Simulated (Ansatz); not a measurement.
Species: SrF (charge 0, doublet). 
Structure (B3LYP-D3(BJ)/def2-TZVP (Ansatz, a first-principles code) minimum search):
SMILES: [F][Sr]
```xyz
2

Sr     0.0000     0.0000    -0.4018
F      0.0000     0.0000     1.6964
```
Charge 0, spin multiplicity 2.

Give the harmonic wavenumbers at B3LYP-D3(BJ)/def2-TZVP (Ansatz, finite differences of forces, unscaled).

491 cm⁻¹. Zero-point energy 0.7 kcal/mol.

From these and the geometry, give the ideal-gas thermochemistry at 298.15 K and 1 atm (rigid rotor, harmonic oscillator).

Point group C∞v, rotational symmetry number 1. Rotational constants 7.353, 7.353 GHz. S(trans) 39.91, S(rot) 15.38, S(vib) 0.68, S(elec, spin only) 1.38, S 57.3 cal/(mol K). H(298) - H(0) 2.22 kcal/mol; G - E(el) -14.2 kcal/mol.
